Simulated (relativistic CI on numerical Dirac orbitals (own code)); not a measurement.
# What each ingredient does to the levels of Sr⁸⁺

Base calculation: Dirac-Coulomb-Breit CI, separate exchange-only KLI orbitals for each configuration, QED by a radiative potential, unscaled Slater integrals.

CI space (outside the closed core [Ar]): 3d10.4s2, 3d10.4s.4p, 3d10.4p2, 3d10.4s.4d, 3d10.4d2, 3d10.4s.4f, 3d10.4p.4d, 3d10.4p.5s, 3d10.4s.5s, 3d10.4f2, 3d10.4p.4f, 3d10.4s.5p, 3d10.4s.5d, 3d10.4d.5s, 3d10.4d.4f, 3d10.4s.6s, 3d10.4s.5f, 3d10.4s.6p, 3d10.4s.5g, 3d10.5s2, 3d10.4s.6d, 3d10.4f.5s, 3d10.4s.7s, 3d10.4s.6f, 3d9.4s2.4p, 3d9.4s2.4d, 3d9.4s2.5s. Double excitations out of closed p, d and f shells are left out; levels of such configurations are missing from the list, as are those of other unlisted configurations, and high levels can miss mixing partners. These lack a partner that the ground configuration has and come out too high: 3d9.4s2.4p, 3d9.4s2.4d, 3d9.4s2.5s.

Variants: (1) one mean potential for all configurations. Shifts of the energy above 3d10.4s2 1S_0, in cm⁻¹, for the lowest level and the first level of each name with at least 55 % of one term (blank where a level changes its place among those of its configuration and J or its character, or is not in the variant):

```
           Level    Base  Δ(1)
   3d10.4s2 1S_0       0     0
3d10.4s.4p 3P°_0  141289   -38
3d10.4s.4p 3P°_1  145402   -37
3d10.4s.4p 3P°_2  155525   -39
3d10.4s.4p 1P°_1  213523   +82
   3d10.4p2 3P_0  336599   +11
   3d10.4p2 1D_2  343529    +2
   3d10.4p2 3P_1  343920   +15
   3d10.4p2 3P_2  357158   +19
   3d10.4p2 1S_0  401195  +140
 3d10.4s.4d 3D_1  439079    -5
 3d10.4s.4d 3D_2  439839    -3
 3d10.4s.4d 3D_3  441037    -1
 3d10.4s.4d 1D_2  480480  +135
```

At this charge configurations can still be misplaced by up to about 7 % of their energy.

Ionisation energy from the two ground configurations alone: base 155.994 eV. The NIST ASD value (semi-empirical) is 158.33 eV.

LS names give the leading component of a level, which can be under half, so a name can repeat, a term be missing and a line seem to break the LS rules.
